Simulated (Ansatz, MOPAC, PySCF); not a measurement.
Species: GeH, charge 0, multiplicity 2. SMILES: [GeH]
Geometry: optimised at B3LYP-D3(BJ)/def2-TZVP (Ansatz, an electronic-structure program).

Wanted: vertical ionisation energy to the singlet, in eV. Set-up: six Cartesian d functions in 6-31G* and its kin unless marked 5d; non-relativistic; UHF or UKS for open shells; each state is the SCF solution reached for its charge and spin; no spin-orbit coupling; PM7 with its own dispersion and hydrogen-bond terms. Ab initio and DFT rows: single points at B3LYP-D3(BJ) geometries (Ansatz). Semi-empirical rows: differences of heats of formation at the shared geometry for vertical values.

```csv
species,coefficient,"E at B3LYP/6-31G* (Ansatz), Eh","E at M06-2X/def2-TZVPD (PySCF), Eh","heat of formation at PM7 (MOPAC), kcal/mol"
"charge 1, singlet",+1,-2077.01360,-2077.24743,242.63
"charge 0, doublet",-1,-2077.29984,-2077.53021,91.87
```

 1 Eh = 27.2114 eV and 1 eV = 23.0605 kcal/mol.

Task: Work the quantity out at each level.

Result: 
- B3LYP/6-31G*: the sum of coefficient times E is 0.28624 Eh, or 7.789 eV. Result: 7.79 eV.
- M06-2X/def2-TZVPD: the sum of coefficient times E is 0.28278 Eh, or 7.695 eV. Result: 7.69 eV.
- PM7: the sum of coefficient times heat of formation is 150.76 kcal/mol, or 6.54 eV.
